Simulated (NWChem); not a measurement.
InNH$_{3}$OCl; SMILES [NH2][In]([OH])[Cl]

```xyz
7

In     0.0864    -0.3560    -0.0425
Cl    -0.3180     1.9845    -0.0657
O      2.0161    -0.9166     0.1089
H      2.5719    -0.1123     0.0912
N     -1.4816    -1.6707     0.1080
H     -1.2546    -2.5703    -0.3388
H     -2.3155    -1.2991    -0.3677
```
Atoms are numbered in this order, from 1.

Results from NWChem. Coordinates come from a PBE-D3(BJ)/def2-SVP optimisation. def2 effective core potentials on In; no spin-orbit coupling. Field at 589 nm.

For level B3LYP/def2-SVPD (core potentials):

```yaml
isotropic polarisability (bohr³): 69.0
anisotropy (bohr³): 28.3
```

Question: How do the values read with level B3LYP/def2-SVP (core potentials) instead?

Answer: 
* **isotropic polarisability (bohr³)**: 53.1
* **anisotropy (bohr³)**: 29.6
